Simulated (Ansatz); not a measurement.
# Nudged elastic band run: GeH3Se

Input file:

```yaml
crystal:
  periodic: [false, false, false]
  atoms:
    - { symbol: Ge, position_ang: [-0.731225, -0.427466, 0.317851] }
    - { symbol: Se, position_ang: [0.637799, 1.483563, -0.263646] }
    - { symbol: H, position_ang: [0.158829, -1.718557, 0.166129] }
    - { symbol: H, position_ang: [-1.80919, -0.437831, -0.82612] }
    - { symbol: H, position_ang: [1.793887, 1.026591, 0.564386] }
magnetization:
  spin_polarized: true
  initial_magnetization: 1
basis:
  gaussian: { orbitals: def2-mTZVP }
hamiltonian:
  xc: blyp
neb:
  order_check: false
  images: 9
  f_tol: 0.05
  max_iterations: 41
  final_atoms:
    - { symbol: Ge, position_ang: [-0.06355489, -0.1411514, 0.08647242] }
    - { symbol: Se, position_ang: [0.80460919, 1.44571948, -1.47670436] }
    - { symbol: H, position_ang: [0.46208736, -1.56933876, -0.21287636] }
    - { symbol: H, position_ang: [-1.61448922, -0.13558669, 0.08992769] }
    - { symbol: H, position_ang: [0.46144756, 0.32665737, 1.47178061] }
  initial_path:
    images:
      - { positions_ang: [[-0.731225, -0.427466, 0.317851], [0.637799, 1.483563, -0.263646], [0.158829, -1.718557, 0.166129], [-1.80919, -0.437831, -0.82612], [1.793887, 1.026591, 0.564386]] }
      - { positions_ang: [[-0.658212, -0.40284791, 0.30305366], [0.67486012, 1.4854951, -0.35544971], [0.18677926, -1.69428336, 0.1363983], [-1.79511689, -0.4149395, -0.75076837], [1.64178951, 0.95287567, 0.62536613]] }
      - { positions_ang: [[-0.585199, -0.37822981, 0.28825632], [0.71192124, 1.48742719, -0.44725343], [0.21472952, -1.67000971, 0.10666761], [-1.78104378, -0.39204801, -0.67541675], [1.48969202, 0.87916034, 0.68634625]] }
      - { positions_ang: [[-0.512186, -0.35361172, 0.27345898], [0.74898235, 1.48935929, -0.53905714], [0.24267978, -1.64573607, 0.07693691], [-1.76697067, -0.36915651, -0.60006512], [1.33759453, 0.80544502, 0.74732638]] }
      - { positions_ang: [[-0.43917299, -0.32899363, 0.25866164], [0.78604347, 1.49129138, -0.63086086], [0.27063005, -1.62146243, 0.04720621], [-1.75289756, -0.34626502, -0.52471349], [1.18549703, 0.73172969, 0.8083065]] }
      - { positions_ang: [[-0.36615999, -0.30437553, 0.2438643], [0.82310459, 1.49322348, -0.72266457], [0.29858031, -1.59718878, 0.01747552], [-1.73882445, -0.32337352, -0.44936187], [1.03339954, 0.65801436, 0.86928663]] }
      - { positions_ang: [[-0.30563897, -0.27173071, 0.21238592], [0.81940551, 1.48372268, -0.87347253], [0.33128172, -1.59161878, -0.02859486], [-1.7139574, -0.28581616, -0.34150395], [0.91900915, 0.59174296, 0.98978542]] }
      - { positions_ang: [[-0.24511795, -0.23908588, 0.18090755], [0.81570643, 1.47422188, -1.02428049], [0.36398313, -1.58604877, -0.07466523], [-1.68909035, -0.24825879, -0.23364604], [0.80461875, 0.52547157, 1.11028422]] }
      - { positions_ang: [[-0.18459693, -0.20644105, 0.14942917], [0.81200735, 1.46472108, -1.17508845], [0.39668454, -1.58047877, -0.12073561], [-1.66422331, -0.21070142, -0.12578813], [0.69022836, 0.45920017, 1.23078301]] }
      - { positions_ang: [[-0.12407591, -0.17379623, 0.1179508], [0.80830827, 1.45522028, -1.32589641], [0.42938595, -1.57490877, -0.16680598], [-1.63935626, -0.17314405, -0.01793022], [0.57583796, 0.39292877, 1.35128181]] }
      - { positions_ang: [[-0.06355489, -0.1411514, 0.08647242], [0.80460919, 1.44571948, -1.47670436], [0.46208736, -1.56933876, -0.21287636], [-1.61448922, -0.13558669, 0.08992769], [0.46144756, 0.32665737, 1.47178061]] }
```

Launched with:

```bash
$ ansatz run input.yaml --threads 2 --pin off --max-ram 3072MiB --backend cpu --events-out ev --progress --plain --runs-dir out
```

Output, in part (warnings, iteration lines, the closing report on the highest movable image, with atoms numbered from 0):

```
NEB end point (image 0): max|allowed force component| = 7.248e-3 eV/Å (the criterion of neb.relax_end_points is 1.000e-2)
NEB end point (image 10): max|allowed force component| = 2.379e-3 eV/Å (the criterion of neb.relax_end_points is 1.000e-2)
NEB iter   1: max|band force component| = 1.389e0 eV/Å  barrier→ = 1.4023 eV  barrier← = 1.4141 eV  Δτ_max = 0.1996 Å  (615 SCF iters)
NEB iter   2: max|band force component| = 5.470e-1 eV/Å  barrier→ = 1.1371 eV  barrier← = 1.1489 eV  CI = image 6  Δτ_max = 0.1631 Å  (327 SCF iters)
NEB iter   3: max|band force component| = 5.615e-1 eV/Å  barrier→ = 1.1603 eV  barrier← = 1.1721 eV  CI = image 6  Δτ_max = 0.0820 Å  (291 SCF iters)
NEB iter   4: max|band force component| = 1.620e-1 eV/Å  barrier→ = 1.1502 eV  barrier← = 1.1620 eV  CI = image 6  Δτ_max = 0.1626 Å  (283 SCF iters)
NEB iter   5: max|band force component| = 1.404e-1 eV/Å  barrier→ = 1.1415 eV  barrier← = 1.1533 eV  CI = image 6  Δτ_max = 0.0885 Å  (280 SCF iters)
NEB iter   6: max|band force component| = 7.283e-2 eV/Å  barrier→ = 1.1413 eV  barrier← = 1.1531 eV  CI = image 6  Δτ_max = 0.0303 Å  (279 SCF iters)
NEB iter   7: max|band force component| = 2.835e-2 eV/Å  barrier→ = 1.1413 eV  barrier← = 1.1531 eV  CI = image 6  Δτ_max = 0.0000 Å  (698 SCF iters)
Total energy: -121917.32350640 eV, -4480.3790003303 hartree
Atom 0 at    -0.241426    -0.369764     0.066685 Å, force    -0.005841    -0.008759     0.000572 eV/Å
Atom 1 at     1.044257     1.457044    -0.744379 Å, force     0.004667     0.005252    -0.002282 eV/Å
Atom 2 at     0.349348    -1.791072    -0.153051 Å, force     0.001134     0.002381     0.000594 eV/Å
Atom 3 at    -1.783087    -0.267221    -0.105683 Å, force    -0.000252     0.000787     0.000890 eV/Å
Atom 4 at     0.681008     0.897312     0.895029 Å, force     0.000292     0.000339     0.000226 eV/Å
Dipole moment:    -0.201890    -0.286896     0.126712 e Å
```

The run converged. A vibrational analysis at the climbing image gives one clearly imaginary mode, 1188i cm⁻¹: a first-order saddle point.

Final band (atoms are numbered from 1 in the order of the input):

```csv
image,path coordinate (Å),energy (kJ/mol),Se2–H5 (Å),Ge1–H5 (Å)
0,0.00,0.0,1.49,2.92
1,0.37,2.6,1.49,2.94
2,0.74,9.9,1.49,2.91
3,1.11,18.4,1.49,2.81
4,1.48,36.7,1.49,2.50
5,1.84,75.7,1.53,2.12
6,2.21,110.1,1.77,1.77
7,2.52,77.6,2.13,1.63
8,2.83,33.1,2.50,1.57
9,3.14,7.1,2.86,1.55
10,3.45,-1.1,3.17,1.55
```

Time of the run: 2.1 min on 2 threads of Arm Neoverse V1, with other jobs on the host, peak memory 0.17 GiB.
